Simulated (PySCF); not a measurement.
Electric field gradients and quadrupole coupling constants

Compound: C2H14NPSi3.
Cartesian coordinates in Å at the GFN2-xTB level; atoms count from 1:
```xyz
21
C2H14NPSi3 angstrom
C     -2.1829   -1.2151   -0.8697
N     -1.1838   -0.8361    0.0961
C     -1.7754   -0.4587    1.3545
Si     0.3177   -0.1603   -0.4455
Si     0.1875    1.9703   -1.4191
Si     1.7991   -0.3127    1.3493
P      3.8995    0.0618    0.6735
H     -2.8686   -0.3889   -1.0952
H     -1.7012   -1.5243   -1.7929
H     -2.7722   -2.0512   -0.4845
H     -0.9968   -0.2286    2.0781
H     -2.3760   -1.2870    1.7403
H     -2.4313    0.4156    1.2523
H      0.6974   -1.1413   -1.4921
H      1.1208    2.1448   -2.5358
H      0.4932    3.0362   -0.4559
H     -1.1421    2.2889   -1.9547
H      1.8991   -1.5668    2.1107
H      1.5962    0.7278    2.3741
H      3.8066   -0.6881   -0.4828
H      3.6043    1.2308   -0.0012
```

Field gradients from the PBE0/pcSseg-1 density (PySCF, non-relativistic), principal values in atomic units, ordered |Vxx| ≤ |Vyy| ≤ |Vzz|:

```
atom     Vxx     Vyy      Vzz
  N2  0.3744  0.7317  -1.1061
```

Q: Find the asymmetry η = (Vxx − Vyy)/Vzz and the couplings χ = eQV/h (234.96 MHz × Q in barn × V in au), with Q(14N) = 0.02044 b.

A: 
```tsv
atom	environment	nucleus	η	χzz (MHz)	χxx (MHz)	χyy (MHz)
N2	silicon-bound nitrogen	14N	0.32	-5.31	1.80	3.51
```

The tensor is traceless: Vxx + Vyy + Vzz = 0.

Q: What is Vzz at N2 in SI units (1 au = 9.71736 × 10²¹ V/m²)?

A: -1.1061 au = -10.749 × 10²¹ V/m².

Q: And the gradient at the other heavy atoms, for which no coupling is worked out here?

A: 
```
atom                  environment  Vzz (au)     η
  C1              N-methyl carbon     0.227  0.10
  C3              N-methyl carbon     0.219  0.07
 Si4                  SiH silicon     0.200  0.77
 Si5                 SiH3 silicon    -0.022  0.77
 Si6                 SiH2 silicon     0.259  0.32
  P7  three-coordinate phosphorus    -0.948  0.38
```

Were the hydrogens deuterons (Q(2H) = 0.00286 b), χzz would run from 101 kHz (H14) to 209 kHz (H9 and H11).

The structure is a single GFN2-xTB conformer in the gas phase; no vibrational or solvent corrections. GFN2-xTB frequencies show an imaginary mode (43i cm⁻¹), so this geometry is no minimum at that level. GFN2-xTB bond lengths can be off by several hundredths of an ångström, more for odd bonds, and the gradients follow them. The basis is small and wasn't made for field gradients, so the couplings can be 20 % off.
